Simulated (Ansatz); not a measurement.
The same hydrolysis along the group F, Cl, Br.

Program: Ansatz. Geometries: PBE0-D4/def2-TZVP. ΔE: electronic, gas phase. CCSD(T)/CBS is the MP2 limit (def2-TZVPP, def2-QZVPP) plus CCSD(T) − MP2 in def2-TZVPP, frozen cores. This one scheme is used for every species. For Br outer-core shells are correlated without core-valence functions, which leaves a few kJ/mol of doubt a bond. Scalar relativity is left out up to krypton. Each species was taken in one conformer, which may not be the lowest.

| reaction | CCSD(T)/CBS(def2) (eV) |
| --- | --- |
| `COB(F)OC` + H₂O → `COB(O)OC` + H–F | 0.17 |
| `COB(Cl)OC` + H₂O → `COB(O)OC` + HCl | -0.35 |
| `COB(Br)OC` + H₂O → `COB(O)OC` + HBr | ? |

(1) Fill in the missing values. (Best estimate.)

Largest T1 diagnostic: 0.012, for `COB(F)OC`.

Results:

(1) The calculation gave: `COB(Br)OC` + H₂O → `COB(O)OC` + HBr: -0.40 eV.
